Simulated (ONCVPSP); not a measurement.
**Pseudopotential generation for manganese: ONCV, PBE, scalar-relativistic.**

* Element: manganese
* Generator: ONCVPSP 4.0.1
* Type: optimised norm-conserving Vanderbilt (ONCV)
* Functional: PBE
* Relativity: scalar-relativistic
* Frozen core: [Ne] 3s2
* Valence charge: 13
* Reference configuration: 3p6 3d5 4s2
* Partial waves: 4s: rc 1.50 bohr, ncon 3, nbas 7, qcut 2.8 1/bohr, 1 projector; 3p: rc 1.30 bohr, ncon 4, nbas 7, qcut 9.5 1/bohr, 2 projectors, debl 3.2 Ha; 3d: rc 1.05 bohr, ncon 4, nbas 9, qcut 13.2 1/bohr, local
* Local potential: the d channel
* Core correction: Teter function, fcfact 3.25, rcfact 1.4

Question: Estimate the cutoffs (Ha) at which the residual kinetic energy of the hardest occupied pseudo-wave falls to 1 and 0.1 mHa per electron.

Answer: 72 Ha and 83 Ha.

Question: Does the potential have ghost states?

Answer: Ghosts flagged at negative energy: s at -262.5 eV; GHOST(+) flagged for s at 15.3 eV, p at 69.4 eV. A true bound ghost makes a file unfit for plane-wave use.

Its largest configuration-test error is -3.7 meV (3p6 3d5 4s0 4p2). 1 of 4 tests not solved or not reliable.
